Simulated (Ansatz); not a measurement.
ReO₃⁺, relaxed as a singlet with RKS r2SCAN-D4/def2-TZVP in Ansatz, starting from the GFN1-xTB geometry. Force threshold 0.02 eV/Å.

In the def2 sets Re takes a core potential; there is no spin–orbit coupling. The structure holds one bond between oxygen atoms, so isomers without such links may lie far lower. The restricted singlet is unstable: a solution with broken spin symmetry lies lower. The relaxation made no stability test and no search for a lower SCF solution. At r2SCAN-D4/def2-TZVP a triplet of charge 1 lies 0.39 eV below the restricted singlet, each at its own geometry. The structure comes from a short search, and lower isomers may exist.

Start:

```xyz
4

Re   -0.240   -0.689   -0.215
O    -1.551    0.087   -0.840
O     1.195    0.366   -0.018
O     0.596    0.235    1.073
```

Problem. Estimate the energy that the relaxation releases and the steps that it takes.

Solution. 16.7 kcal/mol, in 7 steps; 6 s on 4 threads of AMD EPYC 9B14 on a shared host. No frequencies were taken in this run, so the end may be a saddle point.

Problem. Does the start keep its bonding and symmetry?

Solution. By distances, no bond broke or formed. The bond that changes most is O3–O4, from 1.25 to 1.43 Å (atoms count from 1). Point group Cs at the start, Cs at the end, both within 0.05 Å.

Problem. Predict the relaxed structure.

Solution. 
```csv
atom,x (Å),y (Å),z (Å)
Re1,-0.259,-0.699,-0.227
O2,-1.566,0.083,-0.849
O3,1.254,0.383,-0.085
O4,0.570,0.232,1.161
```
Bond lengths: 3 × O–Re 1.65 to 1.87 Å; 1 × O–O 1.43 Å.
